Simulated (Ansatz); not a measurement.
Compare A (`CN[SiH2]S`) with its isomer B (`C[SiH](N)S`).

Calculated with Ansatz (gas phase, PBE0-D4/def2-TZVP geometries, no zero-point term in ΔE). CBS: MP2 limit from def2 TZ/QZ plus the TZ coupled-cluster correction, frozen cores. DFT in def2-TZVPP. B3LYP here is the variant with VWN-RPA as its local correlation; programs differ in this. Each species was taken in one conformer, which may not be the lowest.

**Question.** Which isomer does CCSD(T)/CBS put lower? Give the gap. (Best estimate.)

**Answer.** The calculation gave: B, by 21.7 kcal/mol.

**Question.** Give E(B) − E(A) in kcal/mol with PBE0-D4, B3LYP, B2PLYP, B3LYP-D4, CCSD/def2-TZVPP, HF/def2-TZVPP, CCSD(T)/def2-TZVPP. (Best estimate.)

**Answer.** Computed: PBE0-D4 -21.2, B3LYP -20.1, B2PLYP -20.9, B3LYP-D4 -20.6, CCSD/def2-TZVPP -20.9, HF/def2-TZVPP -19.3, CCSD(T)/def2-TZVPP -21.0. None reverses the order clearly.

Largest T1 diagnostic: 0.010.

In def2-TZVPP, CCSD(T) changes the Hartree–Fock value by −1.7 kcal/mol (the triples alone add −0.2 kcal/mol) and MP2 by −2.9 kcal/mol.
